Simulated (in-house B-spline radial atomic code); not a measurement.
Configurations of the molybdenum ion Mo⁶⁺, with energies counted from [Ar] 3d10 4s2 4p6. Computed with a B-spline radial code for spherical atoms: scalar-relativistic (X2C) CAM-B3LYP, spin-polarised, spherical fractional occupations, exact exchange averaged over the configuration, Fermi nucleus of rms radius 4.4091 fm. Shells without spins written out take the highest spin.

Occupations are held fixed; configurations that lie above the ionisation limit could autoionise.

```csv
configuration,E - E(ref) (eV),highest orbital,its <r> (bohr)
[Ar] 3d10 4s2 4p5 4d1,39.872,4d up,1.371
[Ar] 3d10 4s1 4p6 5p1,97.533,5p up,2.417
[Ar] 3d10 4s1 4p6 4f1,106.15,4f up,1.932
[Ar] 3d9 4s2 4p6 5s1,259.94,5s up,2.183
[Ar] 3d9 4s2 4p6 4f1,277.96,4f up,1.891
[Ne] 3s2 3p5 3d10 4s2 4p6 5s1,420.23,5s up,2.183
```

Task: Order these further configurations by energy, lowest first.
A. [Ne] 3s2 3p5 3d10 4s2 4p6 5f1
B. [Ne] 3s2 3p5 3d10 4s2 4p6 5d1
C. [Ne] 3s2 3p5 3d10 4s2 4p6 5p1
D. [Ar] 3d10 4s2 4p5 5s1
E. [Ar] 3d9 4s2 4p6 5d1

Result: D (59.248 eV), E (282.82 eV), C (429.37 eV), B (443.13 eV), A (456.7 eV).

Task: How far above the reference does [Ar] 3d10 4s2 4p5 4f1 lie?

Result: 76.993 eV; its least bound orbital is 4f up with <r> = 1.946 bohr.
